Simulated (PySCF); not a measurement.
How methods differ on the excitation energy of Gd²⁺

Gd²⁺ [Xe] 4f7 5d1 (9D) → Gd²⁺ [Xe] 4f6 5d1 6s1 (high-spin determinant), as a difference of total energies. All numbers are calculated (PySCF 2.14, scalar relativity by spin-free X2C-1e, in x2c-TZVPPall). Correlated levels: valence: [Kr] 4d10 frozen; valence and next inner shell: [Ar] 3d10 frozen. The calculations carry no spin-orbit coupling.

```csv
method,excitation energy (eV)
UHF,11.524
LDA,13.176
PBE,12.907
PBE0,12.768
r2SCAN,12.929
MP2 (valence),12.729
SCS-MP2 (valence),12.022
MP2 (valence and next inner shell),12.833
SCS-MP2 (valence and next inner shell),12.185
```

Q: How much does correlation contribute at MP2 (valence and next inner shell)?

A: 12.833 − (11.524) = 1.309 eV, measured against UHF.

A first-order spin-orbit estimate (lowest level to lowest level, LS coupling) adds -0.453 eV.

The basis was made for the ground configuration and has no added diffuse functions, so the excitation energy can come out too high.

The determinant of the upper state mixes LS terms, which raises its energy above the lowest term, most at the Hartree-Fock and MP2 levels.
